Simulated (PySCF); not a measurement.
F3Si (SMILES F[Si](F)F), doublet, at a GFN2-xTB geometry. Base run: R2SCAN/def2-SVP in PySCF.

Geometry (Å):
```xyz
4

Si     0.2553     0.2433     0.2432
F     -0.6907    -0.7337     1.0681
F     -0.7393     1.0684    -0.6843
F      1.0330    -0.7131    -0.7620
```
Charge 0, spin multiplicity 2.
Orbitals are unrestricted.
All else is at PySCF's defaults.

The base run was repeated with changes; each row names its change, and settings that it needs were set with it.

```csv
change,E (Eh),HOMO (eV),dipole (D),<S^2>,core-seconds (rough)
base,-588.66305,-7.17,1.79,0.752,10
functional = wb97m_v,-588.71847,-9.97,1.88,0.751,90
functional = b3lyp5,-588.66667,-7.72,1.82,0.751,6
functional = revpbe,-588.63976,-6.60,1.57,0.751,6
functional = x3lyp,-588.70109,-7.86,1.83,0.751,6
functional = tpssh,-588.80754,-7.42,1.73,0.751,10
functional = o3lyp,-588.69728,-7.29,1.78,0.751,6
functional = blyp; dispersion = d3zero,-588.78636,-6.41,1.56,0.751,4
functional = pbe,-588.37834,-6.62,1.55,0.751,6
functional = blyp; dispersion = d4,-588.79015,-6.41,1.56,0.751,6
functional = m06l,-588.76394,-7.04,1.90,0.752,10
functional = pbe0; dispersion = d4,-588.40534,-8.17,1.87,0.751,4
functional = bp86,-588.82564,-6.71,1.58,0.751,4
```

Total energies compare only within one method and basis.

Open shells are given as the SCF converged; they aren't shown to be the lowest states, and a large step between rows can be another state.
